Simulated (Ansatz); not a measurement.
Cl2H6N2Si2, SMILES `N[Si@@H](Cl)[Si@@H](N)Cl`. The species carries charge 0 and has multiplicity 1. All single points use the PBE0-D4/def2-TZVP geometry. It is one conformer, not always the lowest.

```xyz
12

N    -0.701   -2.159   -0.464
Si    0.504   -0.964   -0.519
Cl    0.738   -0.015   -2.368
Si   -0.115    0.760    0.929
N     0.652    2.185    0.413
Cl   -2.204    0.782    0.828
H    -1.670   -1.889   -0.400
H    -0.585   -3.055   -0.909
H     1.814   -1.606   -0.262
H     0.186    0.559    2.365
H     0.744    2.373   -0.573
H     0.635    3.029    0.961
```

What is the dipole moment at ωB97M-V/def2-TZVPP? (Best estimate.)

Ansatz gave: 0.56 D, with components (0.37, -0.19, 0.38) D in this frame, pointing from negative to positive charge.

And with PBE, r2SCAN, B3LYP? (Best estimate.)

Computed: PBE 0.48 D, r2SCAN 0.52 D, B3LYP 0.59 D.

Give the Mulliken charges with ωB97M-V, PBE, B3LYP in def2-TZVPP. (Estimate.)

Computed: 
```csv
atom,ωB97M-V,PBE,B3LYP
N1,-0.35,-0.36,-0.38
Si2,0.38,0.37,0.45
Cl3,-0.25,-0.25,-0.29
Si4,0.38,0.37,0.45
N5,-0.35,-0.36,-0.38
Cl6,-0.25,-0.25,-0.29
H7,0.13,0.16,0.15
H8,0.12,0.15,0.14
H9,-0.03,-0.07,-0.07
H10,-0.03,-0.07,-0.07
H11,0.13,0.16,0.15
H12,0.12,0.15,0.14
```

B3LYP here is the variant with VWN-RPA as its local correlation; programs differ in this.
